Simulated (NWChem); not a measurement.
Correlation energy of Ge (-1)

SMILES: [Ge-]
```xyz
1

Ge     0.0000     0.0000     0.0000
```
Charge -1, spin multiplicity 4.

Everything below was run with NWChem.

Basis set: def2-SVPD. Each correlation energy counts from its own Hartree-Fock reference.

| method | correlation energy (mHa) |
|---|---|
| UMP2 | -188.0 |
| SCS-UMP2 | -169.1 |
| CCSD on UHF | -190.9 |
| CCSD[T] on UHF | -196.9 |
| CCSD(T) on UHF | -196.2 |
| CCSD on ROHF | -192.1 |
| CCSD[T] on ROHF | -198.3 |
| CCSD(T) on ROHF | -197.6 |
| CCSDT on ROHF | -197.6 |

The values span 29.2 mHa, from CCSD[T] on ROHF (lowest) to SCS-UMP2 (highest). 

The Hamiltonian is non-relativistic. The correlated methods keep 9 core orbitals frozen. No SCF solution was tested for a lower state. Open-shell Hartree-Fock references start from PBE0 orbitals. Coupled-cluster values serve here as a point of comparison, not as the truth.
